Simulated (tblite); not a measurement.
Compound: C8H7FO2.
Bonds: C1–O2, O2–C3, C3–C4 (aromatic), C4–C5 (aromatic), C5–C6 (aromatic), C6–C7 (aromatic), C7–C8, C8–O9 (double), C8–F10, C7–C11 (aromatic), C3–C11 (aromatic). Hydrogens: H12, H13, H14 on C1; H15 on C4; H16 on C5; H17 on C6; H18 on C11.

Computed with GFN2-xTB (tblite), gas phase: L-BFGS steps from a force-field or distance-geometry start until the largest atomic force falls under 0.01 eV/Å.

Step 7: E = -913.0360 eV
```
atom  x, y, z in Å  |  force x, y, z in eV/Å
C1      2.9338   -0.6213    0.1425    0.011  -0.028  -0.004
O2      2.1522    0.4314   -0.3830    0.035   0.085   0.019
C3      0.8024    0.4559   -0.2807   -0.094   0.069  -0.019
C4      0.1818    1.6185   -0.7650   -0.007   0.041  -0.045
C5     -1.1915    1.7656   -0.7454   -0.028  -0.001   0.014
C6     -2.0048    0.7640   -0.2388    0.110  -0.120   0.046
C7     -1.3986   -0.3927    0.2520    0.010  -0.047   0.031
C8     -2.1741   -1.5027    0.8083    0.000  -0.151   0.089
O9     -1.7994   -2.5360    1.2594    0.041   0.194  -0.098
F10    -3.5234   -1.2671    0.7865    0.025   0.084  -0.045
C11    -0.0051   -0.5452    0.2352   -0.063  -0.022   0.011
H12     3.9535   -0.3899   -0.1691   -0.030   0.027   0.043
H13     2.9027   -0.6629    1.2386   -0.151   0.030  -0.122
H14     2.6693   -1.5978   -0.2724   -0.163   0.032   0.014
H15     0.8105    2.4008   -1.1606    0.018  -0.008  -0.005
H16    -1.6423    2.6720   -1.1263    0.081  -0.050   0.016
H17    -3.0810    0.8720   -0.2212    0.137  -0.025   0.002
H18     0.4053   -1.4583    0.6284    0.066  -0.110   0.054
```

Step 8: E = -913.0411 eV
```
atom  x, y, z in Å  |  force x, y, z in eV/Å
C1      2.9316   -0.6212    0.1421   -0.032   0.006  -0.032
O2      2.1508    0.4341   -0.3828    0.048   0.082   0.012
C3      0.8005    0.4593   -0.2823   -0.027  -0.023   0.017
C4      0.1810    1.6210   -0.7673   -0.001  -0.002  -0.012
C5     -1.1928    1.7632   -0.7434    0.051  -0.014  -0.001
C6     -2.0017    0.7576   -0.2360    0.083   0.028  -0.013
C7     -1.3957   -0.3977    0.2545   -0.003   0.012   0.005
C8     -2.1730   -1.5059    0.8107    0.020  -0.056   0.028
O9     -1.7960   -2.5382    1.2598   -0.030   0.139  -0.062
F10    -3.5214   -1.2599    0.7828    0.059  -0.004  -0.003
C11    -0.0029   -0.5449    0.2348   -0.066  -0.044   0.026
H12     3.9517   -0.3868   -0.1693   -0.062  -0.011   0.058
H13     2.8950   -0.6622    1.2377   -0.126   0.024  -0.112
H14     2.6605   -1.5965   -0.2732   -0.123   0.056   0.015
H15     0.8143    2.4007   -1.1612   -0.018   0.000  -0.009
H16    -1.6364    2.6710   -1.1264    0.004  -0.043   0.020
H17    -3.0767    0.8721   -0.2216    0.107  -0.056   0.020
H18     0.4026   -1.4596    0.6296    0.114  -0.092   0.043
```

Step 9: E = -913.0439 eV
```
atom  x, y, z in Å  |  force x, y, z in eV/Å
C1      2.9299   -0.6209    0.1411   -0.070   0.037  -0.049
O2      2.1505    0.4370   -0.3823    0.021   0.065   0.006
C3      0.7991    0.4608   -0.2828    0.010  -0.068   0.035
C4      0.1803    1.6223   -0.7687    0.058  -0.048   0.014
C5     -1.1926    1.7615   -0.7423    0.062   0.028  -0.030
C6     -1.9985    0.7548   -0.2349    0.039   0.060  -0.022
C7     -1.3945   -0.4004    0.2561    0.017   0.045  -0.014
C8     -2.1727   -1.5070    0.8118    0.022   0.039  -0.025
O9     -1.7938   -2.5378    1.2593   -0.046   0.036  -0.011
F10    -3.5198   -1.2563    0.7808    0.048  -0.044   0.019
C11    -0.0023   -0.5461    0.2352   -0.008  -0.043   0.025
H12     3.9500   -0.3854   -0.1683   -0.061  -0.031   0.054
H13     2.8886   -0.6613    1.2351   -0.108   0.018  -0.066
H14     2.6536   -1.5951   -0.2734   -0.099   0.058   0.000
H15     0.8160    2.4008   -1.1617   -0.034   0.001  -0.010
H16    -1.6333    2.6699   -1.1262   -0.032  -0.040   0.023
H17    -3.0722    0.8711   -0.2215    0.066  -0.061   0.026
H18     0.4032   -1.4618    0.6309    0.113  -0.052   0.025
```

Step 10: E = -913.0474 eV
```
atom  x, y, z in Å  |  force x, y, z in eV/Å
C1      2.9261   -0.6197    0.1390   -0.099   0.062  -0.048
O2      2.1504    0.4418   -0.3817   -0.024   0.034  -0.001
C3      0.7978    0.4611   -0.2827    0.066  -0.082   0.037
C4      0.1811    1.6227   -0.7700    0.059  -0.073   0.036
C5     -1.1911    1.7604   -0.7418    0.085   0.022  -0.035
C6     -1.9940    0.7524   -0.2338    0.022   0.084  -0.030
C7     -1.3926   -0.4025    0.2577    0.052   0.060  -0.027
C8     -2.1717   -1.5074    0.8125    0.019   0.120  -0.069
O9     -1.7923   -2.5372    1.2587   -0.042  -0.071   0.041
F10    -3.5169   -1.2527    0.7788    0.010  -0.069   0.035
C11    -0.0013   -0.5483    0.2362    0.074  -0.049   0.027
H12     3.9467   -0.3844   -0.1661   -0.040  -0.052   0.040
H13     2.8787   -0.6599    1.2310   -0.087   0.010   0.001
H14     2.6432   -1.5921   -0.2737   -0.074   0.050  -0.029
H15     0.8173    2.4008   -1.1625   -0.032   0.000  -0.011
H16    -1.6303    2.6676   -1.1255   -0.072  -0.003   0.008
H17    -3.0659    0.8687   -0.2208   -0.005  -0.053   0.029
H18     0.4061   -1.4651    0.6328    0.089   0.010  -0.002
```

Task: Estimate the geometry and energy of step 11. (The exact step hangs on the optimiser's Hessian estimate; all steps are aligned on step 10, rigid shifts and turns removed.)

Result: E = -913.0512 eV, largest force 0.169 eV/Å
```
atom  x, y, z in Å  |  force x, y, z in eV/Å
C1      2.9197   -0.6171    0.1360   -0.095   0.059  -0.020
O2      2.1500    0.4482   -0.3812   -0.044   0.001  -0.015
C3      0.7978    0.4603   -0.2822    0.081  -0.062   0.028
C4      0.1831    1.6218   -0.7709    0.074  -0.069   0.040
C5     -1.1874    1.7591   -0.7417    0.047   0.045  -0.044
C6     -1.9880    0.7513   -0.2332   -0.014   0.058  -0.018
C7     -1.3892   -0.4038    0.2589    0.083   0.043  -0.027
C8     -2.1695   -1.5071    0.8127    0.012   0.147  -0.082
O9     -1.7922   -2.5371    1.2585   -0.023  -0.125   0.065
F10    -3.5127   -1.2496    0.7770   -0.039  -0.072   0.040
C11     0.0012   -0.5518    0.2379    0.150  -0.025   0.014
H12     3.9414   -0.3841   -0.1627   -0.011  -0.070   0.021
H13     2.8651   -0.6582    1.2261   -0.065   0.003   0.067
H14     2.6292   -1.5874   -0.2748   -0.049   0.038  -0.065
H15     0.8184    2.4007   -1.1636   -0.023  -0.015  -0.006
H16    -1.6279    2.6650   -1.1245   -0.086   0.024  -0.005
H17    -3.0587    0.8649   -0.2193   -0.056  -0.034   0.026
H18     0.4111   -1.4689    0.6352    0.060   0.055  -0.021
```

The energy changes by -0.0038 eV. The first-order estimate −F·Δx gives -0.0052 eV and the mean of the old and new forces, exact on a quadratic surface, -0.0038 eV. The step makes an angle of 62° with the force vector and moves no atom by more than 0.015 Å.

The cost below is that of the whole relaxation. Time: 0.36 s of wall time. Hardware: one thread, Intel Xeon Platinum 8488C (x86_64), no GPU, shared host.
